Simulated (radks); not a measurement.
Task: The mean radii <r> (bohr) of the occupied orbitals of an atom or ion are listed with their occupations. All-electron calculation, non-relativistic Kohn-Sham, LDA (Slater exchange, Perdew-Wang correlation), spin-unpolarised, spherical densities, point nucleus. Program: a radial shooting solver on a logarithmic mesh with Libxc functionals.

orbital  occ.      <r>
1s          2  0.01891
2s          2  0.07801
2p          5  0.06574

Name the element and its charge.

Result: Z = 80, mercury, charge +71: Hg71+ in [He] 2s2 2p5. The 1s radius gives Z: for a bare nucleus <r> = 1.5/Z, 0.01875 bohr for Z = 80, and screening makes it slightly larger (0.01891 here). The occupations add up to 9, and the charge is Z minus that.
